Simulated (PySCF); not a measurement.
Al(H)(vinyl)(OMe) (C3H7AlO), SMILES [O](C)[AlH][CH]=C.

Geometry optimised at ωB97X-D3(BJ)/def2-SVP. The structure was generated by enumeration; whether it is a known compound was not checked. Other conformers were not sampled.

Method: TDDFT-ωB97X/def2-SVPD (PySCF 2.14.0).

Vertical excitations. Isolated molecule, no solvent. State labels are in the subgroup Cs.

Computed lowest excited states:
```csv
state,symmetry,energy (eV),λ (nm),f,main pairs
S1,A",5.70,217,0.000,"HOMO→LUMO 72 %, HOMO−3→LUMO 21 %"
S2,A",6.59,188,0.010,"HOMO−3→LUMO 54 %, HOMO→LUMO 21 %, HOMO→LUMO+2 16 %"
S3,A',6.64,187,0.369,HOMO−1→LUMO 91 %
S4,A',7.15,173,0.000,HOMO−2→LUMO 82 %
S5,A",7.39,168,0.005,"HOMO→LUMO+2 29 %, HOMO−3→LUMO+2 26 %, HOMO−3→LUMO 17 %, HOMO−4→LUMO 10 %"
S6,A",7.50,165,0.001,"HOMO−1→LUMO+1 45 %, HOMO−2→LUMO+1 16 %, HOMO−2→LUMO+3 9 %, HOMO−1→LUMO+4 7 %"
S7,A',7.53,165,0.016,"HOMO→LUMO+1 50 %, HOMO→LUMO+3 13 %, HOMO−3→LUMO+1 10 %"
S8,A",7.89,157,0.105,"HOMO−1→LUMO+3 35 %, HOMO−2→LUMO+1 27 %, HOMO−1→LUMO+1 15 %"
S9,A',8.01,155,0.140,"HOMO−1→LUMO+2 36 %, HOMO−3→LUMO+1 16 %, HOMO−2→LUMO+2 11 %, HOMO→LUMO+3 10 %"
S10,A',8.29,149,0.047,"HOMO−3→LUMO+1 32 %, HOMO−1→LUMO+2 30 %, HOMO→LUMO+1 20 %"
T1,A',4.20,295,0,"HOMO−1→LUMO 49 %, HOMO−1→LUMO+2 18 %, HOMO−2→LUMO 18 %, HOMO−2→LUMO+2 8 %"
T2,A",5.23,237,0,"HOMO→LUMO 58 %, HOMO−3→LUMO 28 %"
T3,A",6.28,198,0,"HOMO→LUMO 31 %, HOMO−3→LUMO 30 %, HOMO→LUMO+2 22 %, HOMO−4→LUMO 11 %"
T4,A',6.46,192,0,"HOMO−2→LUMO 51 %, HOMO−1→LUMO 33 %"
```
Triplets are in the Tamm–Dancoff approximation, which puts them higher than full response would, so one can lie above its singlet here.
